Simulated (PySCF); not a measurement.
## Polarisability and C₆ of B (boron, neutral)

[He] 2s2 2p1, 2P determinant. Calculation: PySCF 2.14, in def2-TZVPPD; the non-relativistic Hamiltonian (point nucleus). Coupled (time-dependent) response in atomic units; α is the mean over directions.

```tsv
method	mean α (bohr³)	α xx, yy, zz	C₆ (like pair)	S(−4)
UHF	22.02	20.36, 25.33, 20.36	104.9	417.2
PBE	22.94	20.41, 28.00, 20.41	111.7	364.6
PBE0	22.13	19.94, 26.51, 19.94	107.0	322.9
M06	21.40	19.39, 25.42, 19.39	98.12	337.3
r2SCAN0	21.79	19.81, 25.77, 19.81	108.3	288.8
```

S(−4) is the Cauchy moment in α(ω) = α(0) + S(−4) ω² + …

Reference α: 20.5 ± 0.1 bohr³ (recommended; Schwerdtfeger and Nagle, table of static dipole polarizabilities (2023 update)). Published C₆: 99.50 (Chu and Dalgarno (2004); Tang, Norbeck and Certain (1976)).

α(iu) at M06:

```
u (hartree)  α(iu) (bohr³)
          0          21.40
     0.0500          20.61
      0.100          18.66
      0.200          13.96
      0.300          10.11
      0.500          5.660
      0.750          3.196
       1.00          2.039
       1.50          1.032
       2.00         0.6208
       3.00         0.2967
       5.00         0.1155
```

A single London oscillator, α(iu) = α/(1 + u²/ω²), gives C₆ = (3/4) ω α². Matching the computed C₆ needs ω = 4 × 98.12 / (3 × 21.40²) = 0.286 hartree.

The components differ because the open shell of this determinant is not spherical; for a pure term their mean is the scalar polarisability.
